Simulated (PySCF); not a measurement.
## Functional dependence of a UV spectrum

Species: C₂H₈Ge₂O.
SMILES: `[GeH3][O][GeH2][CH]=C`

Linear-response calculations in the def2-SVPD basis (PySCF; singlets by full response, triplets Tamm–Dancoff, core orbitals frozen in the response; HF means time-dependent Hartree–Fock). 'Strongest' is the level of largest summed f among the singlets computed (10 roots, of which the last may lack a degenerate partner); it can jump between rows when another state enters that window. S1 is the lowest singlet of each run and needn't be the same state throughout; f(S1) is that of one state. The structure is a single PBE0-D3(BJ)/def2-SVP conformer in the gas phase; no vibrational or solvent corrections. Relativistic effects, spin–orbit coupling among them, are left out although an element past zinc is present.

| functional | kind | S1 (eV) | f(S1) | strongest (eV) | T1 (eV) | HOMO (eV) | gap (eV) | ionisation energy, ΔSCF (eV) |
| --- | --- | --- | --- | --- | --- | --- | --- | --- |
| LDA | LDA | 4.69 | 0.002 | 6.11 | 4.49 | -6.67 | 4.60 | 9.47 |
| PBE | GGA | 4.83 | 0.003 | 6.12 | 4.33 | -6.58 | 4.75 | 9.36 |
| B3LYP | global hybrid, 20% exact exchange | 5.69 | 0.004 | 6.64 | 4.30 | -7.79 | 6.71 | 10.08 |
| PBE0 | global hybrid, 25% exact exchange | 5.83 | 0.004 | 6.80 | 4.21 | -8.02 | 7.16 | 9.78 |
| CAM-B3LYP | range-separated hybrid | 6.16 | 0.003 | 7.05 | 4.25 | -9.40 | 9.61 | 10.05 |
| wB97X-D | range-separated hybrid | 6.19 | 0.003 | 7.10 | 4.39 | -9.89 | 10.82 | 10.00 |
| LC-wPBE | range-separated hybrid | 6.45 | 0.002 | 7.33 | 4.11 | -10.71 | 12.09 | 10.32 |
| HF | Hartree–Fock | 7.22 | 0.398 | 7.22 | 3.57 | -10.67 | 12.90 | not settled |

**Question.** What does BHandHLYP (global hybrid, 50% exact exchange) give?

**Answer.** S1 (eV) 6.49, f(S1) 0.002, strongest (eV) 7.12, T1 (eV) 4.13, HOMO (eV) -9.20, gap (eV) 9.34, ionisation energy, ΔSCF (eV) 9.99. S1 runs from 4.69 eV (LDA) to 7.22 eV (HF), a spread of 2.53 eV, while the orbital gap spreads over 8.3 eV. Along PBE (0%), B3LYP (20%), PBE0 (25%), BHandHLYP (50%), HF (100%) S1 rises with the share of exact exchange. −ε(HOMO) comes closest to its own ΔSCF ionisation energy with wB97X-D (-0.11 eV) and misses most with LDA (-2.80 eV). 'Not settled' means that the ion's SCF failed to converge or may have ended in another state than the lowest.
